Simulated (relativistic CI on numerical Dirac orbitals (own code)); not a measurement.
# Co5+: calculation against measurement

Method of calculation: Dirac-Coulomb-Breit CI, separate exchange-only KLI orbitals for each configuration, model QED, valence Slater integrals scaled by 0.85, P86 correlation energy added to each configuration (own radial code, finite nucleus).

Configuration list (outside the closed core [Ne]): 3s²3p⁶3d⁴, 3s²3p⁶3d³4s, 3s²3p⁵3d⁵, 3s²3p⁶3d³4p, 3s²3p⁶3d³4d, 3s3p⁶3d⁵, 3s²3p⁶3d³5s, 3s²3p⁶3d³4f, 3s²3p⁶3d³5p, 3s²3p⁶3d³5d, 3s²3p⁶3d³6s, 3s²3p⁶3d³5f, 3s²3p⁶3d³6p, 3s²3p⁶3d³5g, 3s²3p⁶3d²4s4p, 3s²3p⁶3d³6d, 3s²3p⁵3d⁴4s, 3s²3p⁵3d⁴4p, 3s²3p⁶3d²4p4d, 3s²3p⁶3d²4s², 3s²3p⁶3d4s²4p, 3s²3p⁶3d4s²4d, 3s²3p⁶3d4s²5s, 3s²3p⁶3d²4p², 3s²3p⁶3d4s4p², 3s²3p⁶3d4p³, 3s²3p⁶3d4p²4d, 3s²3p⁶3d4p²5s, 3p⁶3d⁶, 3p⁵3d⁷, 3s²3p⁶3d²4s4d, 3s²3p⁶3d4s4p4d, 3s²3p⁶3d4s4d², 3s²3p⁶3d4s4d5s. Double excitations out of closed p, d and f shells are left out; levels of such configurations are missing from the list, as are those of other unlisted configurations, and high levels can miss mixing partners. These lack a partner that the ground configuration has and come out too high: 3s²3p⁵3d⁴4s, 3s²3p⁵3d⁴4p.

```csv
Configuration,Term (tabulated),J,Measured (cm⁻¹),Computed,Error,Purity (%)
3s²3p⁶3d⁴,5D,0,0.0,0,0,99
3s²3p⁶3d⁴,5D,1,204.0,196,-8,100
3s²3p⁶3d⁴,5D,2,589.0,566,-23,100
3s²3p⁶3d⁴,5D,3,1124.7,1081,-44,100
3s²3p⁶3d⁴,5D,4,1781.6,1713,-69,100
3s²3p⁶3d⁴,3P2,0,27166.2,26775,-391,98
3s²3p⁶3d⁴,3H,4,28376.6,26524,-1853,97
3s²3p⁶3d⁴,3P2,1,28461.5,28022,-440,99
3s²3p⁶3d⁴,3H,5,28805.9,26923,-1883,98
3s²3p⁶3d⁴,3H,6,29233.8,27325,-1909,99
3s²3p⁶3d⁴,3P2,2,30506.1,30000,-506,99
3s²3p⁶3d⁴,3F2,2,30554.9,29483,-1072,99
3s²3p⁶3d⁴,3F2,3,30634.6,29517,-1117,91
3s²3p⁶3d⁴,3F2,4,30816.7,29679,-1138,90
3s²3p⁶3d⁴,3G,3,34025.8,32353,-1673,91
3s²3p⁶3d⁴,3G,4,34474.6,32775,-1700,90
3s²3p⁶3d⁴,3G,5,34854.8,33099,-1756,98
3s²3p⁶3d⁴,3D,3,41675.9,40223,-1453,99
3s²3p⁶3d⁴,3D,2,41856.5,40405,-1451,98
3s²3p⁶3d⁴,1G2,4,41925.9,40214,-1712,97
3s²3p⁶3d⁴,3D,1,42098.0,40638,-1460,99
3s²3p⁶3d⁴,1I,6,42799.6,39983,-2817,99
3s²3p⁶3d⁴,1S2,0,45372.0,44441,-931,98
3s²3p⁶3d⁴,1D2,2,52739.5,51218,-1521,98
3s²3p⁶3d⁴,1F,3,59930.0,57648,-2282,99
3s²3p⁶3d⁴,3P1,2,70164.3,68036,-2129,99
3s²3p⁶3d⁴,3F1,4,70798.4,68247,-2551,99
3s²3p⁶3d⁴,3F1,2,70925.6,68380,-2545,99
3s²3p⁶3d⁴,3F1,3,70998.4,68447,-2551,99
3s²3p⁶3d⁴,3P1,1,71624.2,69458,-2166,100
3s²3p⁶3d⁴,3P1,0,72302.7,70140,-2163,99
3s²3p⁶3d⁴,1G1,4,81027.4,77834,-3193,99
3s²3p⁶3d⁴,1D1,2,106531.5,102754,-3777,99
3s²3p⁶3d⁴,1S1,0,137619.2,133334,-4286,99
3s²3p⁶3d³4s,5F,1,273324.8,275866,2541,99
3s²3p⁶3d³4s,5F,2,273727.7,276256,2529,99
3s²3p⁶3d³4s,5F,3,274319.0,276834,2515,99
3s²3p⁶3d³4s,5F,4,275088.0,277585,2497,99
3s²3p⁶3d³4s,5F,5,276008.0,278484,2476,99
3s²3p⁶3d³4s,3F,2,282948.0,285103,2155,99
3s²3p⁶3d³4s,3F,3,283961.0,286088,2127,99
3s²3p⁶3d³4s,3F,4,285189.0,287284,2095,99
3s²3p⁶3d³4s,5P,1,293914.5,297290,3375,98
3s²3p⁶3d³4s,5P,2,294229.5,297586,3357,97
3s²3p⁶3d³4s,5P,3,295025.6,298381,3355,99
3s²3p⁶3d³4s,3G,3,298620.2,300336,1716,99
3s²3p⁶3d³4s,3G,4,298974.6,300667,1692,97
3s²3p⁶3d³4s,3G,5,299534.0,301194,1660,96
3s²3p⁶3d³4s,3P,2,304909.9,307592,2682,77
3s²3p⁶3d³4s,3P,1,305039.0,307548,2509,90
3s²3p⁶3d³4s,3P,0,305473.1,307873,2399,99
3s²3p⁶3d³4s,3D,1,306439.2,309423,2984,73
3s²3p⁶3d³4s,3D †,3,307482.7,310754,3271,99
3s²3p⁶3d³4s,3H,4,307627.0,307815,188,80
3s²3p⁶3d³4s,3H,5,307692.0,307724,32,97
3s²3p⁶3d³4s,3D †,2,307720.0,310713,2993,78
3s²3p⁶3d³4s,3H,6,308029.5,308026,-3,99
3s²3p⁶3d³4s,1P,1,310736.8,313015,2279,80
3s²3p⁶3d³4s,1D,2,311916.0,314988,3072,97
3s²3p⁶3d³4s,1H,5,312551.2,312316,-235,98
3s²3p⁶3d³4s,3F,4,326384.3,327926,1542,99
3s²3p⁶3d³4s,3F,3,326664.9,328200,1535,99
3s²3p⁶3d³4s,3F,2,326902.8,328434,1531,99
3s²3p⁶3d³4p,5G°,2,353596.7,357571,3974,98
```

Measured levels from Sugar and Corliss, J. Phys. Chem. Ref. Data 10, 1097 (1981); pairs were made by configuration, J and term (by order where the table uses no LS term), so strongly mixed levels may be paired wrongly.

Mean error by configuration (cm⁻¹): 3s²3p⁶3d⁴ -1654; 3s²3p⁶3d³4s 2022; 3s²3p⁶3d³4p 3974. Over the excited levels the mean absolute error is 1863 cm⁻¹ (63 of the 63 excited levels that our extract of the source holds in range could be paired), and the median relative error of those above 1,000 cm⁻¹ is 1.5 %. † marks terms whose computed intervals miss the measured ones by more than a factor of 2.5, or configurations far off the rest, from wrong mixing, a near crossing or a doubtful label or measurement; they are left out of the means.
